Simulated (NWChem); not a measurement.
Species: GaCl₂, doublet; SMILES [Cl][Ga][Cl]

```xyz
3

Ga     0.0000     0.0000     0.5809
Cl     1.8676     0.0000    -0.5244
Cl    -1.8676     0.0000    -0.5244
```
Atoms are numbered in this order, from 1.

Level: PBE0/def2-SVP, spin-unrestricted (NWChem), optimised geometry, unscaled harmonic frequencies. In the optimisation the excess spin sits in a1 (C2v, its own frame). The spin multiplicity was typed, not searched, and may not be the lowest.

```
frequency (cm⁻¹)  IR intensity (km/mol)
----------------  ---------------------
117                                 5.0
374                                21.7
427                                86.2
```

```yaml
zero_point_energy: 1.3 kcal/mol
thermal correction to the enthalpy at 298.15 K (with zero-point energy): 4.5 kcal/mol
heat capacity Cv: 10.8 cal/(mol K)
"entropy at 298.15 K and 1 atm (symmetry number 2, electronic part: spin degeneracy alone)": 72.2 cal/(mol K)
dipole_moment: 1.73 D
```

Rigid rotor and harmonic oscillator.
